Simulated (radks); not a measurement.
Results of a calculation; reference values are marked as such.
All-electron atom: Pt+ in [Xe] 4f14 5d7 6s2 (not the ground configuration). Level of theory: scalar-relativistic Kohn-Sham, PBE, spin-polarised, spherical densities, finite nucleus; open shells are filled with parallel spins first (spin-orbit coupling, left out, can overturn this in heavy ions); Fermi nuclear charge, rms radius 5.427 fm (a radial shooting solver on a logarithmic mesh with Libxc functionals).

Normalised radial functions P(r) = r R(r), r in bohr:

r	4f down	5d down
0.001365	0.0000	0.0000
0.00185	0.0000	0.0000
0.002487	0.0000	0.0001
0.003371	0.0000	0.0002
0.004568	0.0000	0.0004
0.006142	0.0000	0.0010
0.008324	0.0001	0.0022
0.01119	0.0002	0.0047
0.01517	0.0006	0.0101
0.02056	0.0017	0.0213
0.02764	0.0047	0.0420
0.03746	0.0131	0.0795
0.05036	0.0338	0.1364
0.06825	0.0836	0.2110
0.0925	0.1898	0.2740
0.1244	0.3809	0.2670
0.1685	0.6849	0.1251
0.2284	1.0536	-0.1453
0.3071	1.3468	-0.3837
0.4162	1.4182	-0.3737
0.5596	1.2110	-0.0350
0.7584	0.8230	0.4674
1.028	0.4353	0.8213
1.382	0.1765	0.8600
1.873	0.0496	0.6583
2.538	0.0091	0.3868
3.412	0.0010	0.1741
4.625	0.0000	0.0537
6.218	0.0000	0.0107
8.427	0.0000	0.0010

4f down: eigenvalue -84.672 eV, 0 radial nodes, <r> = 0.515 bohr, 90 % of the charge inside 0.831 bohr. 5d down: eigenvalue -17.709 eV, 2 radial nodes at r = 0.196, 0.572 bohr, <r> = 1.57 bohr, 90 % of the charge inside 2.43 bohr.
